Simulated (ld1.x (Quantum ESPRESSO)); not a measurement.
**Co, RRKJ: configuration errors across variants**

* Element: cobalt
* Generator: ld1.x (Quantum ESPRESSO) 7.5
* Type: norm-conserving RRKJ (Kleinman–Bylander form)
* Functional: LDA (PZ)
* Relativity: scalar-relativistic
* Frozen core: [Ar]
* Valence charge: 9
* Reference configuration: 3d7 4s2 4p0
* Partial waves: 4p (bound, empty): rc 2.15 bohr; 3d (bound): rc 1.65 bohr; 4s (bound): rc 2.35 bohr
* Local potential: the s channel
* Core correction: a·sin(br)/r model core inside 1.15 bohr
* rho0: 0.001

All-electron excitation energies from the reference (eV): (1) 3d7 4s1 4p0 9.296; (2) 3d7 4s0 4p0 26.380; (3) 3d6 4s0 4p0 62.569; (4) 3d8 4s0 4p0 6.705; (5) 3d6 4s2 4p0 15.460; (6) 3d7.5 4s1.5 4p0 -0.980; (7) 3d6 4s2 4p1 9.772; (8) 3d7 4s2 4p0 spin -1.983; (9) 3d7 4s1 4p0 spin 6.717.

Spin tests fill each open shell by Hund’s rule, majority spin first.

3 further variants failed, have other tests or another functional or relativity, and are left out.

A true bound ghost makes a file unfit for plane-wave use even where its test errors are small: the radial tests pick states by their node count and pass the ghost by.

Errors AE − PS in meV (a dash: test not solved or not reliable):

```tsv
change	(1)	(2)	(3)	(4)	(5)	(6)	(7)	(8)	(9)	bound ghosts
base	-2.4	-22	-373	-209	-176	-43	-219	+440	+443	none
wave 4s (bound): rc 2.35 bohr becomes 4s (bound): rc 1.98 bohr	-2.9	-23	-346	-222	-192	-46	-228	+440	+440	none
type TM; rho0 0	-4.4	-34	-425	-300	-274	-59	-320	+520	+512	none
local potential the p channel	-6.6	-27	-395	-281	-359	-64	-336	+432	+427	s
wave 3d (bound): rc 1.65 bohr becomes 3d (bound): rc 1.86 bohr	-0.2	-12	-285	-71	-32	-20	-64	+339	+361	none
wave 4p (bound): rc 2.15 bohr becomes 4p (bound): rc 1.94 bohr	-2.4	-22	-373	-209	-176	-43	-203	+440	+443	p
```

(1) Give the same row for: core correction a·sin(br)/r model core inside 0.68 bohr.

Answers

(1) -2.6, -23, -380, -219, -187, -45, -231, +98, +104; bound ghosts: none.
